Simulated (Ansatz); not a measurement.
Z-matrix (Å, degrees):
```
C
O 1 1.527
C 1 1.482 2 102.9
Al 1 2.500 2 51.7 3 -0.6
H 1 1.090 2 106.6 3 -120.6
H 1 1.098 2 103.2 3 122.8
B 2 1.353 1 124.3 3 178.5
C 3 1.552 1 110.7 2 64.1
H 3 1.085 1 115.3 2 -154.1
H 4 1.575 1 144.3 2 -47.9
H 7 1.195 2 118.8 1 2.2
H 7 1.193 2 116.6 1 -177.2
H 8 1.090 3 111.8 1 169.3
H 8 1.094 3 116.9 1 40.5
```

Total charge 0; spin multiplicity 1. The bonds changed during the relaxation, so this is another structure than the one it started from.

Question: List the PBE0/def2-TZVPP orbital energies in eV (Ansatz 0.2.0). (Best estimate.)

Answer: Ansatz gave: Occupied: -1527.16, -524.86, -280.21, -277.46, -277.15, -185.87, -113.05, -73.13, -73.02, -72.96, -30.22, -22.03, -19.02, -16.54, -15.82, -13.85, -13.40, -12.98, -11.60, -11.43, -10.72, -10.09, -9.58, -9.43, -7.20, -5.44. Lowest empty: -1.30, 0.04, 0.71, 0.96, 1.61, 1.78, 2.15, 2.57.
